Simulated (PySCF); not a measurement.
C2H3ClF2Si, SMILES F/C=C\[Si@H](F)Cl. Atoms are numbered in the order given.

```xyz
9

F     -2.4141    -1.0276    -0.9305
C     -2.3214     0.0524    -0.1660
C     -1.1632     0.4903     0.3257
Si     0.4695    -0.3082     0.0069
F      0.9298    -1.1602     1.3052
Cl     1.8654     1.1796    -0.2477
H     -3.2993     0.5184    -0.0015
H     -1.2114     1.3908     0.9453
H      0.4918    -1.2127    -1.1609
```

Geometry optimised at PBE0-D3(BJ)/def2-SVP. The structure was generated by enumeration; whether it is a known compound was not checked. One conformer was computed; it need not be the lowest.

Level of theory: PBE/pcSseg-1 in PySCF.

GIAO shieldings, no solvent; atoms alike by connectivity are averaged. δ = σ(ref) − σ: ¹⁹F against CFCl3 (σ = 133.6 ppm); ¹³C against TMS (σ = 182.0 ppm); ²⁹Si against TMS (σ = 335.4 ppm); ³⁵Cl against HCl (σ = 936.5 ppm); ¹H against TMS (σ = 31.49 ppm), references at their B3LYP-D3(BJ)/def2-TZVP geometries, non-relativistic (without spin–orbit terms, shifts of atoms bonded to Cl or Br come out too high).

| nucleus | atoms | count | δ (ppm) |
|---|---|---|---|
| ¹⁹F | F1 | 1 | -93.6 |
| ¹⁹F | F5 | 1 | -169.4 |
| ¹³C | C2 | 1 | 172.5 |
| ¹³C | C3 | 1 | 107.9 |
| ²⁹Si | Si4 | 1 | 0.9 |
| ³⁵Cl | Cl6 | 1 | 78.9 |
| ¹H | H7 | 1 | 7.36 |
| ¹H | H9 | 1 | 6.32 |
| ¹H | H8 | 1 | 5.10 |
